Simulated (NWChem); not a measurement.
System: C6H6N, doublet; SMILES [NH]c1ccccc1

The following NWChem deck was run.

```
start job
memory heap 200 mb stack 900 mb global 1100 mb
geometry units angstroms
  N      2.284409    -0.264754    -0.166272
  C      0.995926    -0.077697    -0.072661
  C      0.155474    -1.235237    -0.012911
  C     -1.204302    -1.112068     0.086229
  C     -1.800567     0.148536     0.131317
  C     -1.012518     1.298485     0.075239
  C      0.349725     1.202345    -0.024200
  H      2.818274     0.601999    -0.203908
  H      0.640535    -2.197507    -0.049395
  H     -1.825878    -1.994738     0.130409
  H     -2.873692     0.235764     0.209739
  H     -1.486173     2.269557     0.110991
  H      0.965961     2.090510    -0.068053
end
basis spherical
  * library 6-31g*
end
dft
  odft
  mult 2
  xc b3lyp
  iterations 150
end
driver
  maxiter 120
end
task dft optimize
task dft freq
```

NWChem printed, in part:

```
             Northwest Computational Chemistry Package (NWChem) 7.3.0
             --------------------------------------------------------

 CS  symmetry detected

                             Geometry "geometry" -> ""
                             -------------------------

 Output coordinates in angstroms (scale by  1.889725989 to convert to a.u.)

  No.       Tag          Charge          X              Y              Z
 ---- ---------------- ---------- -------------- -------------- --------------
    1 N                    7.0000    -0.07596616    -2.32328173     0.00000000
    2 C                    6.0000    -0.00038804    -1.02012033     0.00000000
    3 C                    6.0000    -1.22592208    -0.27992117     0.00000000
    4 C                    6.0000    -1.22012840     1.08900415     0.00000000
    5 C                    6.0000    -0.01544788     1.79287355     0.00000000
    6 C                    6.0000     1.19801796     1.10436117     0.00000000
    7 C                    6.0000     1.21936641    -0.26471925     0.00000000
    8 H                    1.0000     0.83349142    -2.78216729     0.00000000
    9 H                    1.0000    -2.14293235    -0.84708162     0.00000000
   10 H                    1.0000    -2.15298698     1.63415531     0.00000000
   11 H                    1.0000    -0.02081576     2.87237673     0.00000000
   12 H                    1.0000     2.12477805     1.66088952     0.00000000
   13 H                    1.0000     2.15724090    -0.80406924     0.00000000

 Effective nuclear repulsion energy (a.u.)     262.7019951566

      Symmetry information
      --------------------

 Group name             Cs
 Group number              2
 Group order               2
 No. of unique centers    13

                                Z-matrix (autoz)
                                --------

 Units are Angstrom for bonds and degrees for angles

[...]

      ----------------------
      Optimization converged
      ----------------------

  Step       Energy      Delta E   Gmax     Grms     Xrms     Xmax
  ---- ---------------- -------- -------- -------- -------- --------
@    4    -286.94763108 -5.9D-07  0.00006  0.00001  0.00046  0.00152
                                     ok       ok       ok       ok

                                Z-matrix (autoz)
                                --------

 Units are Angstrom for bonds and degrees for angles

[...]

 Rotational Constants
 --------------------
 A=   0.184703 cm-1  (  0.265740 K)
 B=   0.091618 cm-1  (  0.131815 K)
 C=   0.061241 cm-1  (  0.088110 K)

 Temperature                      =   298.15K
 frequency scaling parameter      =   1.0000

 Zero-Point correction to Energy  =   65.268 kcal/mol  (  0.104011 au)
 Thermal correction to Energy     =   68.632 kcal/mol  (  0.109372 au)
 Thermal correction to Enthalpy   =   69.224 kcal/mol  (  0.110316 au)

 Total Entropy                    =   74.004 cal/mol-K
   - Translational                =   39.453 cal/mol-K (mol. weight =  92.0500)
   - Rotational                   =   26.833 cal/mol-K (symmetry #  =        1)
   - Vibrational                  =    7.718 cal/mol-K

 Cv (constant volume heat capacity) =   21.312 cal/mol-K
   - Translational                  =    2.979 cal/mol-K
   - Rotational                     =    2.979 cal/mol-K
   - Vibrational                    =   15.353 cal/mol-K

[normal modes left out]

 ----------------------------------------------------------------------------
 Normal Eigenvalue ||           Projected Infra Red Intensities
  Mode   [cm**-1]  || [atomic units] [(debye/angs)**2] [(KM/mol)] [arbitrary]
 ------ ---------- || -------------- ----------------- ---------- -----------
    1       -0.000 ||    0.000302           0.007         0.295       0.328
    2        0.000 ||    0.001359           0.031         1.325       1.474
    3        0.000 ||    0.000140           0.003         0.136       0.152
    4        0.000 ||    0.000003           0.000         0.003       0.003
    5        0.000 ||    0.000091           0.002         0.089       0.099
    6        0.000 ||    0.000849           0.020         0.827       0.920
    7      204.387 ||    0.000306           0.007         0.298       0.332
    8      391.162 ||    0.004537           0.105         4.423       4.918
    9      418.193 ||    0.008947           0.206         8.722       9.699
   10      490.458 ||    0.002830           0.065         2.759       3.068
   11      534.861 ||    0.000096           0.002         0.094       0.104
   12      618.701 ||    0.000263           0.006         0.257       0.285
   13      676.098 ||    0.036455           0.841        35.538      39.519
   14      688.214 ||    0.049168           1.134        47.931      53.300
   15      781.340 ||    0.050515           1.165        49.245      54.760
   16      833.668 ||    0.003095           0.071         3.017       3.355
   17      834.711 ||    0.001505           0.035         1.468       1.632
   18      910.675 ||    0.005356           0.124         5.221       5.806
   19      968.224 ||    0.000000           0.000         0.000       0.000
   20      990.061 ||    0.000420           0.010         0.409       0.455
   21      992.483 ||    0.000005           0.000         0.005       0.006
   22     1034.982 ||    0.000794           0.018         0.774       0.861
   23     1096.726 ||    0.015073           0.348        14.694      16.340
   24     1179.065 ||    0.001468           0.034         1.431       1.591
   25     1181.779 ||    0.004701           0.108         4.583       5.096
   26     1197.004 ||    0.039075           0.901        38.092      42.358
   27     1327.846 ||    0.001298           0.030         1.266       1.407
   28     1357.194 ||    0.002303           0.053         2.245       2.497
   29     1376.806 ||    0.025393           0.586        24.754      27.526
   30     1489.360 ||    0.007609           0.176         7.417       8.248
   31     1507.361 ||    0.007521           0.174         7.332       8.153
   32     1586.945 ||    0.001615           0.037         1.574       1.751
   33     1607.278 ||    0.019293           0.445        18.808      20.914
   34     3178.607 ||    0.006119           0.141         5.965       6.633
   35     3191.055 ||    0.000176           0.004         0.172       0.191
   36     3199.084 ||    0.024312           0.561        23.700      26.355
   37     3212.596 ||    0.021864           0.504        21.314      23.701
   38     3222.987 ||    0.007060           0.163         6.882       7.653
   39     3397.436 ||    0.007851           0.181         7.653       8.510
 ----------------------------------------------------------------------------
```

Level: B3LYP/6-31G* (spherical d), spin-unrestricted. In the optimisation the excess spin sits in a" (Cs, its own frame). B3LYP is NWChem's, with the RPA form of VWN correlation.
